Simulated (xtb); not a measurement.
CH9AlO2Si2 (SMILES [CH3][Al]([O][SiH3])[O][SiH3]), singlet, at a GFN2-xTB geometry (such geometries of metal compounds can be far from the true shape); GFN1-xTB in xtb.

Input for xtb:
```
$ xtb mol.xyz --gfn 1 --acc 30 --json

# file mol.xyz
15

Al     0.32822742     0.51741072     0.46892231
C      1.16848016     1.86037234     1.66597219
H      1.79239289     1.38246890     2.42004864
H      0.41324739     2.46018410     2.17392398
H      1.79207614     2.55355308     1.10100796
O     -0.78572777     0.98862120    -0.69801574
Si    -1.87081817     1.39148817    -1.84213483
H     -3.19780629     1.07484934    -1.30942585
H     -1.56441436     0.61829392    -3.04673104
H     -1.71333385     2.83047692    -2.07166942
O      0.70859396    -1.11571406     0.58712668
Si     1.04257281    -2.70645677     0.66099281
H     -0.19532967    -3.40007236     1.02218297
H      2.06855509    -2.86552681     1.69579393
H      1.53928084    -3.11649754    -0.65385383
```

Output, abridged:

```
   ID    Z sym.   atoms
    1   13 Al     1
    2    6 C      2
    3    1 H      3-5, 8-10, 13-15
    4    8 O      6, 11
    5   14 Si     7, 12

           -------------------------------------------------
          |                Calculation Setup                |
           -------------------------------------------------

           -------------------------------------------------
          |                 G F N 1 - x T B                 |
           -------------------------------------------------

          ...................................................
          :                      SETUP                      :
          :.................................................:
          :  # basis functions                  60          :
          :  # atomic orbitals                  57          :
          :  # shells                           33          :
          :  # electrons                        36          :
          :  # halogen bonds                     0          :
          :  max. iterations                   250          :
          :  Hamiltonian                  GFN1-xTB          :
          :  restarted?                      false          :
          :  GBSA solvation                  false          :
          :  PC potential                    false          :
          :  electronic temp.          300.0000000     K    :
          :  accuracy                   30.0000000          :
          :  -> integral cutoff          0.2000000E+02      :
          :  -> integral neglect         0.3000000E-06      :
          :  -> SCF convergence          0.3000000E-04 Eh   :
          :  -> wf. convergence          0.6000000E-03 e    :
          :  Broyden damping             0.4000000          :
          :  net charge                          0          :
          :  unpaired electrons                  0          :
          ...................................................

 iter      E             dE          RMSdq      gap      omega  full diag
   1    -21.7977046 -0.217977E+02  0.675E+00    5.23       0.0  T
   2    -21.8223446 -0.246400E-01  0.397E+00    5.25       1.0  T
   3    -21.8224264 -0.818358E-04  0.627E-01    4.81       1.0  T
   4    -21.8235131 -0.108671E-02  0.309E-01    4.95       1.0  T
   5    -21.8254035 -0.189033E-02  0.520E-02    5.00       1.0  T
   6    -21.8254409 -0.374776E-04  0.116E-02    5.00       2.2  T
   7    -21.8254423 -0.134339E-05  0.687E-03    5.00       3.8  T
[...]
         :: total energy             -21.664624208253 Eh    ::
[...]
     6O    -0.45430 -0.48093   1.637  4.818  0.000
     7Si    0.36753  0.11767   1.170  1.707  0.756
     8H    -0.07364  0.01401   1.074  0.000  0.000
     9H    -0.07131  0.01639   1.071  0.000  0.000
    10H    -0.07910  0.00843   1.079  0.000  0.000
    11O    -0.45391 -0.48056   1.637  4.817  0.000
    12Si    0.36754  0.11771   1.170  1.707  0.756
    13H    -0.07255  0.01512   1.073  0.000  0.000
    14H    -0.07951  0.00798   1.080  0.000  0.000
    15H    -0.07220  0.01548   1.072  0.000  0.000

Wiberg/Mayer (AO) data.
largest (>0.10) Wiberg bond orders for each atom

 ---------------------------------------------------------------------------
     #   Z sym  total        # sym  WBO       # sym  WBO       # sym  WBO
 ---------------------------------------------------------------------------
     1  13 Al   3.364 --     2 C    1.019    11 O    0.938     6 O    0.938
                             7 Si   0.110    12 Si   0.109
     2   6 C    3.970 --     1 Al   1.019     3 H    0.946     4 H    0.942
                             5 H    0.941
     3   1 H    0.996 --     2 C    0.946
     4   1 H    0.996 --     2 C    0.942
     5   1 H    0.996 --     2 C    0.941
     6   8 O    2.461 --     7 Si   1.427     1 Al   0.938
     7  14 Si   4.333 --     6 O    1.427    10 H    0.924     9 H    0.924
                             8 H    0.923     1 Al   0.110
     8   1 H    0.989 --     7 Si   0.923
     9   1 H    0.989 --     7 Si   0.924
    10   1 H    0.989 --     7 Si   0.924
    11   8 O    2.461 --    12 Si   1.427     1 Al   0.938
    12  14 Si   4.333 --    11 O    1.427    14 H    0.925    15 H    0.924
                            13 H    0.924     1 Al   0.109
    13   1 H    0.989 --    12 Si   0.924
    14   1 H    0.989 --    12 Si   0.925
    15   1 H    0.989 --    12 Si   0.924
 ---------------------------------------------------------------------------

Topologies differ in total number of bonds
Writing topology from bond orders to xtbtopo.mol

 dipole moment from electron density (au)
     X       Y       Z
   0.4498   0.7216   0.6412  total (Debye):    2.707

           -------------------------------------------------
          | TOTAL ENERGY              -21.664624208253 Eh   |
          | GRADIENT NORM               0.049625225095 Eh/α |
          | HOMO-LUMO GAP               4.999928935105 eV   |
           -------------------------------------------------

normal termination of xtb
```
